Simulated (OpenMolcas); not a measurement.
Predicting a hybrid from its neighbours: Si2H3F3

Si2H3F3: 8 atoms, total charge 0, spin state singlet. SMILES: `F[Si](F)(F)[SiH3]`. Geometry: relaxed at PBE0-D4/def2-TZVP.

The vertical energy of the triplet above the singlet y, in eV, basis cc-pVDZ; a is the functional's share of exact exchange. Programs: OpenMolcas 26.06.

```
functional     program     a  y (eV)
      TPSS  OpenMolcas     0    6.65
       PBE  OpenMolcas     0    6.55
     B3LYP  OpenMolcas   0.2    6.96
      PBE0  OpenMolcas  0.25       ?
     BHLYP  OpenMolcas   0.5    7.26
```

Question: Fit y = c + s·a to the known rows and predict PBE0.

Answer: 
1. Means of the 4 rows: a = 0.1750, y = 6.855.
2. Σ(Δa)² = 0.1675, Σ(Δa·Δy) = 0.2235, so the slope is 0.2235/0.1675 = 1.3343.
3. Intercept: 6.855 − (1.3343) × 0.1750 = 6.621. The largest residual of the fit is 0.072.
4. PBE0: 6.621 + (1.3343) × 0.25 = 6.95 eV.

The run gave 6.84 eV, so the prediction is off by +0.11 eV, more than the largest residual. The rows mix families of semi-local functionals, which the line can't see.
